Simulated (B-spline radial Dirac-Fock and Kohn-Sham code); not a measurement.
## Relative photoemission cross sections at Al Kα (taken as 1486.9 eV): 3s, 3p1/2, 3p3/2, Kr to Ce

The computed values come from an atomic code on a B-spline grid: Dirac-Hartree-Slater photoionisation with all multipoles and Dirac-Fock thresholds. Cross sections are relative to C 1s, computed as 13.92 kb at this energy; β is from the dipole term. Free atoms in their tabulated ground configurations, whose changes along a row show as steps; without correlation, outer binding energies come out low.

```
 Z  element  σ 3s  σ 3p1/2  σ 3p3/2  β 3p3/2  binding 3p3/2 (eV)
36       Kr  1.66     1.89     3.65     1.62               217.0
38       Sr  1.89     2.26     4.38     1.63               280.7
40       Zr  2.13     2.65     5.15     1.63               342.6
43       Tc  2.51     3.25     6.40     1.63               441.8
46       Pd  2.87     3.85     7.68     1.62               539.5
48       Cd  3.12     4.24     8.56     1.59               627.0
49       In  3.23     4.43     9.00     1.58               675.3
50       Sn  3.34     4.61     9.43     1.56               725.3
54       Xe  3.75     5.24     11.1     1.45               943.3
56       Ba  3.92     5.48     11.9     1.35              1074.5
57       La  4.00     5.58     12.3     1.28              1140.5
58       Ce  4.07     5.66     12.7     1.20              1197.5
```
